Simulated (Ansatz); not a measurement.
Consider the ligand exchange at the Si–C bond: `N=C(S)[SiH2]O` + `O[Si](O)(O)O` → `O[SiH2]O[Si](O)(O)O` + `N=CS`.

Gas-phase electronic energies from Ansatz, PBE0-D4/def2-TZVP geometries. CBS: MP2 limit from def2 TZ/QZ plus the TZ coupled-cluster correction, frozen cores. This one scheme is used for every species. Functionals use def2-TZVPP. One conformer a species, not always the lowest.

CCSD(T)/CBS gives -1.30 eV.

Q: Another level gave -1.21 eV. Which?
A. PBE0/def2-TZVPP
B. SCS-MP2/def2-TZVPP
C. HF/def2-TZVPP
D. PBE/def2-TZVPP

A: A. PBE0 -1.21, SCS-MP2/def2-TZVPP -1.35, HF/def2-TZVPP -1.55, PBE -1.13 eV.

Largest T1 diagnostic among the species: 0.014.

In def2-TZVPP, CCSD(T) changes the Hartree–Fock value by +0.24 eV (the triples alone add +0.05 eV) and MP2 by +0.24 eV. From PBE to PBE0 (25 % exact exchange), in def2-TZVPP and without D4, ΔE moves by −0.09 eV.
